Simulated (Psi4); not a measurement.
O, charge -1, doublet (a gas-phase anion, which may not be bound at this level). Base run: PBE0/STO-3G (Psi4 1.11).

Geometry (Å):
```xyz
1

O      0.0000     0.0000     0.0000
```
Charge -1, spin multiplicity 2.
Orbitals are unrestricted.
All else is at Psi4's defaults (density fitting).
Base energy -73.64884 Eh.

Each row names what was changed in the base input (with any setting that the change needs).

```csv
change,ΔE vs base (µEh),SCF cycles,grid points,basis functions
base,0.0,2,19932,5
soscf = true,0.0,2,19932,5
dft_spherical_points = 590,0.0,2,38940,5
cholesky_tolerance = 1e-3 (with scf_type cd),247,2,19932,5
dft_radial_points = 35,52.1,2,9664,5
guess = sadno,0.0,2,19932,5
df_basis_scf = def2-universal-jkfit,0.0,2,19932,5
damping_percentage = 50,0.0,2,19932,5
guess = gwh,0.0,3,19932,5
dft_spherical_points = 434,0.0,2,28644,5
d_convergence = 1e-10,0.0,2,19932,5
dft_radial_points = 50,2.3,2,13590,5
level_shift = 1.0,0.0,2,19932,5
```

Open shells are given as the SCF converged; they aren't shown to be the lowest states, and a large step between rows can be another state.

A gas-phase anion may not be bound at this level; its values then depend on the basis.
